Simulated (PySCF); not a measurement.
Vertical excitations of a molecule C2H3Cl3Si from PySCF with TDDFT-PBE/def2-SVPD, as energy in eV (oscillator strength): 5.53 (0.004), 5.83 (0.057), 5.84 (0.002), 5.94 (0.005), 6.28 (0.000), 6.43 (0.002), 6.45 (0.014), 6.70 (0.000), 6.91 (0.048), 6.94 (0.220). Lowest triplet (TDA): 4.22 eV. Geometry optimised at TPSSh-D3(BJ)/def2-SVP. The values are those of a single conformer.

Pick the molecule that these values belong to.
A. C=C(Cl)[SiH](Cl)Cl
B. Cl/C=C\[SiH](Cl)Cl
C. [SiH3]C(Cl)=C(Cl)Cl
D. C=C[Si](Cl)(Cl)Cl

D, C=C[Si](Cl)(Cl)Cl
